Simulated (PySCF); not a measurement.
Several species in one continuum solvent.

Level: PBE0/pcSseg-1 in PySCF, non-relativistic, each on one gas-phase PBE0-D3(BJ)/def2-SVP geometry that isn't relaxed in the solvent. The solvent is an IEF-PCM continuum (cavity from Bondi-type radii × 1.2). Only the electrostatic response of the medium enters.

Question: Order them by E(solvent) − E(gas) in chloroform (ε = 4.711), most negative first (kJ/mol).
A. `[F:1]/[CH:2]=[CH:3]/[O:4]/[CH:5]=[C:6](\[F:7])[O:8][CH:9]([F:10])[F:11]` with C2–C3–O4–C5 177°, C3–O4–C5–C6 -176°, C5–C6–O8–C9 -114°, C6–O8–C9–F10 -167°
B. `[O:1]=[C:2]([C@@H:3]1[O:4][CH2:5][C@H:6]1[F:7])[C:8]([F:9])([F:10])[F:11]` with O1–C2–C3–O4 -159°
C. `[O:1]=[C:2]1[C@@H:3]([CH2:4][F:5])[O:6][C@@H:7]1[C:8]([F:9])([F:10])[F:11]` with C2–C3–C4–F5 41°
D. `[CH2:1]=[C:2]([O:3][CH:4]([F:5])[F:6])[C:7](=[O:8])[CH:9]([F:10])[F:11]` with C1–C2–O3–C4 -27°, C2–O3–C4–F5 -165°, C1–C2–C7–O8 -10°, C2–C7–C9–F10 177°

Answer: C (-23.2), D (-22.2), B (-20.2), A (-19.1).

```csv
SMILES,charge,ΔE (kJ/mol),polarisation term (kJ/mol),HOMO shift (eV),dipole gas (D),dipole solvent (D),atoms
O=C1[C@@H](CF)O[C@@H]1C(F)(F)F,0,-23.2,-25.6,+0.12,2.63,3.07,15
C=C(OC(F)F)C(=O)C(F)F,0,-22.2,-24.6,+0.23,2.57,3.07,15
O=C([C@@H]1OC[C@H]1F)C(F)(F)F,0,-20.2,-21.8,+0.16,2.42,2.84,15
F/C=C/O/C=C(\F)OC(F)F,0,-19.1,-20.7,+0.14,0.51,0.57,15
```

The polarisation term is half the interaction of the solute with the induced surface charges.
